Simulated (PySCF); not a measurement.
Consider 2,2,3,3,4,4,4-heptafluoro-1-butanol, `OCC(F)(F)C(F)(F)C(F)(F)F` (C4H3F7O). Coordinates in Å; atoms count from 1 in this order:
```
O     2.5980   -0.8186   -0.3120
C     1.2340   -0.6902   -0.5292
C     0.6397    0.3554    0.4020
F     0.6817   -0.0539    1.6806
F     1.3978    1.4783    0.3091
C    -0.8037    0.8036    0.0899
F    -1.1386    1.7831    0.9367
F    -0.8364    1.2821   -1.1648
C    -1.8899   -0.2860    0.1945
F    -3.0672    0.2349   -0.1066
F    -1.6314   -1.2730   -0.6642
F    -1.9362   -0.7852    1.4175
H     2.9991    0.0527   -0.4133
H     0.9770   -0.4076   -1.5676
H     0.7629   -1.6595   -0.3174
```

Computed at ωB97X-D3(BJ)/ma-def2-SVP // PBE0-D3(BJ)/def2-SVP with PySCF (density fitting, grid level 2). Zero-point and thermal terms (298.15 K, 1 bar) come from unscaled GFN2-xTB harmonic frequencies, with soft modes damped to free rotors in the entropy. These were taken at the GFN2-xTB minima.

Task: What are the vertical and the adiabatic ionisation energy for forming the radical cation?

Result: 11.82 eV vertical and 11.09 eV adiabatic, the latter with zero-point energy.

Task: Where does the unpaired spin of the relaxed radical cation sit?

Result: O1 (hydroxyl oxygen) 0.37, C3 (carbon) 0.22, C2 (methylene carbon) 0.13 (intrinsic atomic orbital populations).

Task: What oxidation potential follows in dichloromethane (IEF-PCM), on the absolute scale?

Result: In the gas phase ΔG of oxidation is 11.059 eV, and solvation is -21.4 kJ/mol for the parent and -241.6 kJ/mol for the product, so the absolute potential is 8.78 V. The solvent is electrostatics only, on gas-phase structures; the absolute scale refers to an electron at rest in vacuum.

Task: How far is −ε(HOMO) from the vertical value by ΔSCF?

Result: −ε(HOMO) = 11.66 eV, which is 0.16 eV below the ΔSCF value.

Note: ma-def2-SVP is a small basis, whose errors can reach tens of kJ/mol.
